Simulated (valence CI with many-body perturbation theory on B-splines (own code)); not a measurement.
## E1 line list for Tb¹⁶⁺

Level of theory: configuration interaction combined with many-body perturbation theory (CI+MBPT): three valence electrons over a frozen Dirac-Fock core [Kr] 4d10, a basis of 8 s, 8 p, 9 d, 9 f, 6 g, 3 h, 2 i functions for each j, with the one-electron correlation potential Σ1, the two-electron term Σ2, the three-electron term Σ3, Breit, model QED; selected CI, second order for the rest (own B-spline code, finite nucleus).

No measured spectrum was set against this ion. As an estimate, terms of the open shell hold to a few per cent of their energy, and close levels can change places. Core correlation moves these levels by up to 38000 cm⁻¹, and in measured spectra 5 to 20 % of such shifts remained as error; rates that hang on mixing are uncertain with them.

Lines 101 to 150 of 193 in falling wavelength, among levels below 182300 cm⁻¹, chosen from the strongest by gf and those to the six lowest levels. Wavelengths and rates use the calculated energies, so an error of 2000 cm⁻¹ moves a line at 90.72 nm by 1.8 % and its rate by three times that or more. Electric multipoles are in the length gauge, E1 and E2 with the static RPA response of the core. Weak lines are less certain than strong ones. Lines between different terms over intervals too small for the method are left out, as are lines whose strength nearly cancels. Where a level lies close to another of its J and parity, the split of strength between their lines is uncertain. The highest levels of a list are the least certain.

Names give the largest LS component (configuration and term), which can be under half, so a name can repeat, a term be missing and a line seem to break the LS rules; names also repeat where a configuration has a term twice. Letters in brackets count levels of one name in rising energy.

```tsv
λ vac (nm)	Upper	Lower	A (s⁻¹)	log gf	Branch %
90.72	4f²5s ⁴F_5/2	4f³ ⁴F°_5/2	1.28e+04	-5.02	37.0
90.47	4f²5s ²G_9/2	4f³ ⁴G°_9/2	7.01e+02	-6.07	2.6
89.77	4f²5s ²F_7/2	4f³ ²G°_9/2 [a]	2.18e+04	-4.68	34.0
89.72	4f²5s ⁴F_7/2	4f³ ⁴F°_7/2	1.48e+04	-4.85	44.1
89.69	4f²5s ⁴F_3/2	4f³ ⁴F°_3/2	1.72e+04	-5.08	55.0
88.95	4f²5s ²I_13/2	4f³ ²I°_13/2	4.94e+04	-4.09	43.6
88.88	4f²5s ⁴P_1/2	4f³ ⁴D°_3/2	5.68e+03	-5.87	6.1
88.85	4f²5s ²I_11/2	4f³ ²I°_13/2	6.70e+02	-6.02	0.5
88.75	4f²5s ⁴P_3/2	4f³ ⁴D°_1/2	3.04e+03	-5.84	2.1
88.53	4f²5s ²F_5/2	4f³ ²G°_7/2 [a]	2.31e+04	-4.79	39.8
88.19	4f²5s ⁴P_5/2	4f³ ⁴D°_7/2	5.90e+03	-5.38	3.5
88.14	4f²5s ⁴F_9/2	4f³ ⁴F°_7/2	1.18e+03	-5.86	3.7
87.87	4f²5s ⁴F_5/2	4f³ ⁴F°_3/2	8.25e+03	-5.24	23.9
87.81	4f²5s ⁴F_7/2	4f³ ⁴F°_5/2	5.12e+03	-5.32	15.3
87.71	4f²5s ²H_9/2	4f³ ²H°_9/2 [a]	3.59e+03	-5.38	12.2
87.63	4f²5s ²I_13/2	4f³ ²L°_15/2	1.29e+03	-5.68	1.1
87.12	4f²5s ²H_11/2	4f³ ²H°_11/2 [a]	1.72e+04	-4.63	37.3
86.63	4f²5s ⁴P_3/2	4f³ ⁴D°_3/2	1.15e+04	-5.29	8.1
86.61	4f²5s ²D_5/2	4f³ ²D°_5/2 [a]	2.45e+04	-4.78	21.0
86.51	4f²5s ⁴P_3/2	4f³ ⁴D°_5/2	3.64e+03	-5.79	2.6
86.33	4f²5s ⁴F_7/2	4f³ ²H°_9/2 [a]	1.23e+03	-5.96	3.7
86.22	4f²5s ²F_7/2	4f³ ⁴G°_9/2	1.04e+04	-5.03	16.2
85.96	4f²5s ²D_3/2	4f³ ²D°_5/2 [a]	1.23e+04	-5.26	12.8
85.59	4f²5s ²I_13/2	4f³ ²I°_11/2	1.73e+04	-4.58	15.2
85.50	4f²5s ²I_11/2	4f³ ²I°_11/2	5.07e+04	-4.18	39.9
84.86	4f²5s ⁴F_9/2	4f³ ²H°_9/2 [a]	1.36e+04	-4.83	42.1
84.68	4f²5s ²G_7/2	4f³ ⁴F°_7/2	9.00e+02	-6.11	2.4
84.37	4f²5s ²D_3/2	4f³ ²P°_1/2	1.72e+04	-5.13	17.9
84.30	4f²5s ²G_9/2	4f³ ²H°_11/2 [a]	2.21e+03	-5.63	8.1
83.52	4f²5s ²F_5/2	4f³ ⁴S°_3/2	9.56e+02	-6.22	1.6
83.52	4f²5s ²F_5/2	4f³ ⁴F°_7/2	9.10e+03	-5.24	15.7
83.19	4f²5s ²G_9/2	4f³ ⁴F°_9/2	1.27e+04	-4.88	46.5
83.01	4f²5s ⁴P_5/2	4f³ ⁴D°_3/2	2.84e+03	-5.75	1.7
82.98	4f²5s ²G_7/2	4f³ ⁴F°_5/2	1.00e+03	-6.08	2.7
82.90	4f²5s ⁴P_5/2	4f³ ⁴D°_5/2	2.61e+03	-5.79	1.5
82.76	4f²5s ⁴H_9/2	4f³ ⁴I°_11/2	3.92e+03	-5.40	42.1
82.70	4f²5s ⁴P_5/2	4f³ ²P°_3/2	4.62e+03	-5.55	2.7
82.66	4f²5s ⁴H_11/2	4f³ ⁴I°_13/2	4.15e+03	-5.29	40.2
82.21	4f²5s ⁴H_13/2	4f³ ⁴I°_15/2	4.08e+03	-5.24	36.7
81.91	4f²5s ²D_5/2	4f³ ²D°_3/2 [a]	1.07e+04	-5.19	9.2
81.86	4f²5s ²F_5/2	4f³ ⁴F°_5/2	1.41e+03	-6.07	2.4
81.65	4f²5s ²G_7/2	4f³ ²H°_9/2 [a]	2.32e+04	-4.73	62.4
81.33	4f²5s ²D_3/2	4f³ ²D°_3/2 [a]	3.13e+04	-4.91	32.6
81.26	4f²5s ⁴P_3/2	4f³ ²D°_5/2 [a]	1.97e+03	-6.11	1.4
80.99	4f²5s ⁴H_7/2	4f³ ⁴I°_9/2	6.40e+03	-5.30	73.9
80.61	4f²5s ²G_9/2	4f³ ⁴F°_7/2	1.97e+03	-5.72	7.2
80.27	4f²5s ²H_11/2	4f³ ²H°_9/2 [a]	2.91e+01	-7.47	0.1
79.84	4f²5s ⁴P_3/2	4f³ ²P°_1/2	1.76e+03	-6.17	1.2
79.59	4f²5s ²F_7/2	4f³ ⁴F°_9/2	9.11e+03	-5.16	14.2
79.53	4f²5s ²F_5/2	4f³ ⁴F°_3/2	3.09e+03	-5.75	5.3
```
